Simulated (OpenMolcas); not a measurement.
Cr4+, Mo4+, W4+: d² down the group

| Quantity | Value |
| --- | --- |
| Program | OpenMolcas |
| Method | RASSCF |
| Basis | ANO-R2 |
| Scalar Hamiltonian | X2C, finite nucleus |
| Spin-orbit coupling | state interaction with AMFI integrals over the reference wave functions, term energies averaged over their components |

Active space for each ion: 8 electrons in 8 orbitals (RAS1 p, at most 2 holes; RAS2 d).

Computed levels in cm-1 above ³F₂:

```
                               Level   Cr4+   Mo4+    W4+
                                 ³F₃    539   1637   7063
                                 ³F₄   1228   3521  13134
                                 ¹D₂  15031  11955  16174
                                 ³P₀  18241  13176  14323
                                 ³P₁  18432  13853  18441
                                 ³P₂  18840  15479  26102
                                 ¹G₄  26011  19879  26152
                                 ¹S₀  54158  40779  47788
weight of ³F in the lowest level (%)    100     99     91
```

Mixed levels, with the weight of the term that names them: W4+ ¹D₂ (52 %), W4+ ³P₂ (59 %).

Measured, with the error of the calculation in %. Measured levels: Cr4+ from Sugar and Corliss, J. Phys. Chem. Ref. Data 6, 317 (1977); Mo4+ from Sugar and Musgrove, J. Phys. Chem. Ref. Data 17, 155 (1988); W4+ from the list in J. Phys. B 45, 065001 (2012).

| Level | Cr4+ | Mo4+ | W4+ |
| --- | --- | --- | --- |
| ³F₃ | 508 (+6.1) | 1578 (+3.7) |  |
| ³F₄ | 1142 (+7.6) | 3357 (+4.9) | 11519 (+14.0) |
| ¹D₂ | 13188 (+14.0) | 10190 (+17.3) |  |
| ³P₀ | 15492 (+17.7) | 11161 (+18.0) | 12839 (+11.6) |
| ³P₁ | 15677 (+17.6) | 11807 (+17.3) | 16331 (+12.9) |
| ³P₂ | 16041 (+17.4) | 13408 (+15.4) | 22615 (+15.4) |
| ¹G₄ | 22019 (+18.1) | 16354 (+21.6) | 22346 (+17.0) |
| ¹S₀ | 51146 (+5.9) | 37738 (+8.1) | 43110 (+10.9) |

The fine-structure level ³F₄ changes by a factor of 10.7 from Cr4+ to W4+.

Without spin-orbit coupling ¹D lies 14364, 10317, 9739 cm-1 above ³F in that order; the difference to the level ¹D₂, of either sign, comes from spin-orbit coupling, which also lowers the zero.

Without dynamic correlation excited terms often stand tens of per cent too high (terms of higher spin than the ground term too low), and those without a measured partner can miss by more than the paired ones. Active for correlation alone: 3p; no level in the range computed is led by a configuration that opens it, so any true level of that kind is missing (holds for Cr4+). Active for correlation alone: 4p; no level in the range computed is led by a configuration that opens it, so any true level of that kind is missing (holds for Mo4+). Active for correlation alone: 5p; no level in the range computed is led by a configuration that opens it, so any true level of that kind is missing (holds for W4+). Computed and measured levels are paired by configuration, term and J; levels that our copy of the source lacks, or whose pairing is in doubt (as where it misses far off the trend of its configuration), stay unpaired and out of the deviations. Only configurations of the active space appear.
